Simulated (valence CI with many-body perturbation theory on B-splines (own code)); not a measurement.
Values are calculated unless marked as measured or tabulated.
**Sensitivity of CI+MBPT for Cr¹¹⁺**

Method: configuration interaction combined with many-body perturbation theory (CI+MBPT): three valence electrons over a frozen Dirac-Fock core [Ne], a basis of 6 s, 6 p, 5 d, 3 f, 1 g functions for each j, with the one-electron correlation potential Σ1 (screened to all orders), the two-electron term Σ2, the three-electron term Σ3, Breit, model QED; selected single and double excitations, second order for the rest, scaled by the run's own slope (own B-spline code, finite nucleus).

No measured spectrum was set against this ion. As an estimate, levels of excited configurations hold to 0.05 to 0.15 % of their energy, terms of the ground configuration to about 0.5 %.

The reference run has the lowest level 3s²3p ²P°_1/2 and an ionisation energy of 298.231 eV. Its largest variational space holds 2790 state functions.

Names give the largest LS component (configuration and term), which can be under half, so a name can repeat, a term be missing and a line seem to break the LS rules; names also repeat where a configuration has a term twice.

Changed runs:
A. Breit term on → off
B. shift of the energy in Σ1 (hartree) 0 → 1.089; selection threshold (hartree) 2e-08 → 1e-06
C. selection threshold (hartree) 2e-08 → 1e-05
D. correlating orbitals by l 3 3 3 2 1 → 2 2 1 1 0; natural orbitals for correlation on → off (bad on purpose)

Excitation energies of the reference run in cm⁻¹, and shifts in cm⁻¹:

```
                 Level  Reference       A       B     C       D
         3s²3p ²P°_3/2      12272    +367    +2.7     0    -3.2
          3s3p² ⁴P_1/2     191912    -138    -6.0  +0.1   -1022
          3s3p² ⁴P_3/2     196720     +19    -4.8  +0.2   -1038
          3s3p² ⁴P_5/2     203160    +256    -3.5  +0.2   -1026
          3s3p² ²D_3/2     254496    +185    -1.6  +0.1    +274
          3s3p² ²D_5/2     255638    +289    -1.1  +0.1    +265
          3s3p² ²S_1/2     314219    +4.3    -0.2  +0.4   +1957
          3s3p² ²P_1/2     333636    +123    +0.5  +0.4   +1441
          3s3p² ²P_3/2     339696    +266    +0.5  -0.4   +1342
          3s²3d ²D_3/2     408975    +647    +1.9  -0.4   +2306
          3s²3d ²D_5/2     410081    +808    +2.0  -1.1   +2295
           3p³ ²D°_3/2     493336    +116    -6.4     0    -502
Ionisation energy (eV)    298.231  +0.115  +0.023     0  -0.125
```
